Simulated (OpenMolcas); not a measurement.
I+: effect of the active space

```
Program             : OpenMolcas 26.06
Method              : CASSCF or its RAS form
Basis               : ANO-RCC
Scalar Hamiltonian  : DKH2, point nucleus
Spin-orbit coupling : state interaction with AMFI integrals over the reference wave functions, term energies averaged over their components
```

A. 6 electrons in 8 orbitals (5s 5p 6s 6p); 2S+1 = 3 even, 3 roots; 2S+1 = 1 even, 6 roots; 2S+1 = 3 odd, 3 roots; 2S+1 = 1 odd, 3 roots; cost roughly 70 core-seconds
B. 4 electrons in 9 orbitals (RAS2 5p; RAS3 5d 6s, at most 1 electron); 2S+1 = 3 even, 3 roots; 2S+1 = 1 even, 6 roots; 2S+1 = 5 odd, 6 roots; 2S+1 = 3 odd, 54 roots; 2S+1 = 1 odd, 48 roots; cost of the order of 70 core-seconds
C. 6 electrons in 9 orbitals (RAS2 5s 5p; RAS3 5d, at most 2 electrons); 2S+1 = 3 even, 3 roots; 2S+1 = 1 even, 6 roots; 2S+1 = 3 odd, 3 roots; 2S+1 = 1 odd, 3 roots; cost about 60 core-seconds

Energies in eV above 5s² 5p⁴ ³P₂, the measured ground level; measured values from NIST Handbook of Basic Atomic Spectroscopic Data.

```tsv
Level	A	B	C	Measured
5s² 5p⁴ ³P₂	0.0000	0.0000	0.0000	0.0000
5s² 5p⁴ ³P₀	0.7183	0.8147	0.7657	0.7994
5s² 5p⁴ ³P₁	0.7599	0.7721	0.7591	0.8787
5s² 5p⁴ ¹D₂	1.9003	1.9220	1.8367	1.7020
5s² 5p⁴ ¹S₀	3.3903	4.1122	3.6357	3.6577
```

Deviations, from unrounded energies. A percentage is the sum of absolute deviations over the sum of measured energies, with the sign that they share, or ± where signs differ.

| Against measurement | Levels | A | B | C |
| --- | --- | --- | --- | --- |
| mean absolute deviation (cm-1) | 4 | 1300 | 1600 | 630 |
| fine structure of the ground term (%) | 2 | -11.9 | ±7.3 | -9.1 |
| other terms of the ground configuration (%) | 2 | ±8.7 | +12.6 | ±2.9 |

C lies closest to measurement on these levels and B furthest from it. The largest miss of C in the table is 5s² 5p⁴ ¹D₂, by +1100 cm-1. The ranking rests on the paired levels alone, and a cruder setting can come out closer through cancelling errors.

Among A to C the level of the table that moves most is 5s² 5p⁴ ¹S₀, by 5800 cm-1 (lowest in A, highest in B).

Active for correlation alone: 6p 6s; no level in the range computed is led by a configuration that fills them, so any true level of that kind is missing (holds for A). With the s shell closed, the reference lacks s² → p² mixing (holds for B). The run also gave levels led by 5s² 5p³ 5d, which use shells meant for correlation; these and all levels above them are left out (holds for C). Measured partners are found by configuration, term and J. A level has none where our copy of the source lacks it or the pairing is in doubt (some pairs that miss far off the trend of their configuration count as doubtful), and it then counts in no deviation. Only configurations of the active space appear. Levels that lie high or do not pair safely by name in every column are left out.
